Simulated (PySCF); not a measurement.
**C₈H₉N: full NMR table**

```
Formula                               : C8H9N
SMILES                                : N#C[C@@]12C=C[C@@H](CC1)C2
Point group of the computed structure : C1
Degrees of unsaturation               : 5
Carbon signals                        : 8
Proton signals                        : 9
```

Atom-mapped SMILES (the numbers label the heavy atoms): `[N:1]#[C:2][C@@:3]12[CH:4]=[CH:5][C@@H:6]([CH2:7][CH2:8]1)[CH2:9]2` (H(Xn): hydrogen on atom n). Ha(C7), Ha(C8) are cis to C5 on the ring; Ha(C9) is cis to C7 on the ring; Hb(C7), Hb(C8) are trans to C5 on the ring; Hb(C9) is trans to C7 on the ring.

- GIAO PBE0/pcSseg-1 shieldings
- GFN2-xTB structure
- program: PySCF
- no relativistic terms, no solvent model, one computed conformer

δ = σ(ref) − σ, references computed at the same level: $^{1}$H (σref 31.72) and $^{13}$C (σref 186.93) against TMS; $^{15}$N (σref 267.73) against NH3.

```tsv
carbon	δC, type	δH (multiplicity)	HMBC from (2–3 bonds)	span of the C tensor (ppm)
C2	127.1, C	–	H(C4), Hb(C8), Hb(C9), Ha(C8), Ha(C9)	356
C3	41.4, C	–	H(C5), H(C4), H(C6), Hb(C8), Hb(C7), Hb(C9), Ha(C8), Ha(C9), Ha(C7)	24
C4	144.4, CH	6.33 (d)	H(C5), H(C6), Hb(C8), Hb(C9), Ha(C8), Ha(C9)	207
C5	145.9, CH	6.50 (m)	H(C4), H(C6), Hb(C7), Hb(C9), Ha(C9), Ha(C7)	225
C6	46.0, CH	2.82 (m)	H(C5), H(C4), Hb(C8), Hb(C7), Hb(C9), Ha(C8), Ha(C9), Ha(C7)	21
C7	28.5, CH2	Ha(C7) 1.21 (m); Hb(C7) 1.97 (m)	H(C5), H(C6), Hb(C8), Hb(C9), Ha(C8), Ha(C9)	32
C8	34.5, CH2	Hb(C8) 2.11 (m); Ha(C8) 1.50 (m)	H(C4), H(C6), Hb(C7), Hb(C9), Ha(C9), Ha(C7)	43
C9	58.5, CH2	Hb(C9) 1.81 (m); Ha(C9) 1.44 (m)	H(C5), H(C4), H(C6), Hb(C8), Hb(C7), Ha(C8), Ha(C7)	48
```

Other nuclei:
```
atoms   nucleus       environment  δ (ppm)  σ (ppm)
   N1  $^{15}$N  nitrile nitrogen    301.1    -33.4
```

1. Carbon types of the structure: 2 × C, 3 × CH, 3 × CH2, which accounts for all hydrogens.
2. δC 145.9, 144.4: alkene CH; an sp2 carbon of a C=C bond.
3. δC 127.1: nitrile carbon; this is the usual window of a C≡N carbon, which has no attached hydrogen.
4. δC 46.0: allylic sp3 CH; aliphatic region, no heteroatom directly attached.
5. δC 41.4: allylic quaternary sp3 carbon; aliphatic region, no heteroatom directly attached.
6. δH 2.82: hydrogen on an allylic sp3 CH; allylic position.

Shifts are as computed. Against solution values, carbons near 30 ppm lie about +3 ppm off and those near 130 ppm about +5 ppm (rms about the fit 2.1 ppm; single classes can miss by 10 ppm). Of 1328 compounds with measured shifts, 309 miss one by over three times the rms of a fit or turn the order of signals round; such compounds aren't used in these exercises. Signals without a measured value on file couldn't be tested in this way; 1H shifts scatter by 0.2 ppm about their fit, and single ones miss by 0.5 ppm. Experimental scales use liquid or dissolved standards, which lie at an offset from isolated NH3 (liquid NH3: subtract about 20 ppm). Unscaled 15N shifts of sp2 nitrogen often come out too high even then, by a few to some tens of ppm. Multiplicities follow the n + 1 count of equivalent neighbours, as no J values were calculated; m marks all less simple cases, F and P coupling included.
